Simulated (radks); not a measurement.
Isoelectronic series with 8 electrons, each ion in its NIST ground configuration. Method: scalar-relativistic Kohn-Sham, BLYP, spin-unpolarised, spherical densities, finite nucleus; Fermi nuclear charge, rms radius of each element as measured or else 0.836 A^(1/3) + 0.57 fm; computed with a radial shooting solver on a logarithmic mesh with Libxc functionals. Total energies (hartree) and mean radii <r> (bohr):

[
 {"ion": "O", "configuration": "[He] 2s2 2p4", "E (hartree)": "-75.08045", "2p": "1.267", "2s": "1.140", "1s": "0.1995"},
 {"ion": "F+", "configuration": "[He] 2s2 2p4", "E (hartree)": "-99.12399", "2p": "0.9837", "2s": "0.9624", "1s": "0.1763"},
 {"ion": "Ne2+", "configuration": "[He] 2s2 2p4", "E (hartree)": "-126.70254", "2p": "0.8116", "2s": "0.8299", "1s": "0.1579"},
 {"ion": "Mg4+", "configuration": "[He] 2s2 2p4", "E (hartree)": "-192.45534", "2p": "0.6059", "2s": "0.6493", "1s": "0.1305"},
 {"ion": "Al5+", "configuration": "[He] 2s2 2p4", "E (hartree)": "-230.63406", "2p": "0.5386", "2s": "0.5854", "1s": "0.1200"},
 {"ion": "Si6+", "configuration": "[He] 2s2 2p4", "E (hartree)": "-272.35342", "2p": "0.4850", "2s": "0.5329", "1s": "0.1111"},
 {"ion": "P7+", "configuration": "[He] 2s2 2p4", "E (hartree)": "-317.61907", "2p": "0.4413", "2s": "0.4889", "1s": "0.1034"},
 {"ion": "S8+", "configuration": "[He] 2s2 2p4", "E (hartree)": "-366.43745", "2p": "0.4048", "2s": "0.4517", "1s": "0.09669"},
 {"ion": "Cl9+", "configuration": "[He] 2s2 2p4", "E (hartree)": "-418.81573", "2p": "0.3740", "2s": "0.4196", "1s": "0.09078"},
 {"ion": "Ar10+", "configuration": "[He] 2s2 2p4", "E (hartree)": "-474.76176", "2p": "0.3475", "2s": "0.3918", "1s": "0.08554"},
 {"ion": "K11+", "configuration": "[He] 2s2 2p4", "E (hartree)": "-534.28402", "2p": "0.3246", "2s": "0.3674", "1s": "0.08086"},
 {"ion": "Ca12+", "configuration": "[He] 2s2 2p4", "E (hartree)": "-597.39158", "2p": "0.3045", "2s": "0.3458", "1s": "0.07666"},
 {"ion": "Sc13+", "configuration": "[He] 2s2 2p4", "E (hartree)": "-664.09414", "2p": "0.2867", "2s": "0.3266", "1s": "0.07287"},
 {"ion": "Ti14+", "configuration": "[He] 2s2 2p4", "E (hartree)": "-734.40204", "2p": "0.2709", "2s": "0.3093", "1s": "0.06942"},
 {"ion": "V15+", "configuration": "[He] 2s2 2p4", "E (hartree)": "-808.32625", "2p": "0.2568", "2s": "0.2938", "1s": "0.06628"},
 {"ion": "Cr16+", "configuration": "[He] 2s2 2p4", "E (hartree)": "-885.87823", "2p": "0.2440", "2s": "0.2797", "1s": "0.06340"},
 {"ion": "Mn17+", "configuration": "[He] 2s2 2p4", "E (hartree)": "-967.07014", "2p": "0.2324", "2s": "0.2669", "1s": "0.06076"}
]
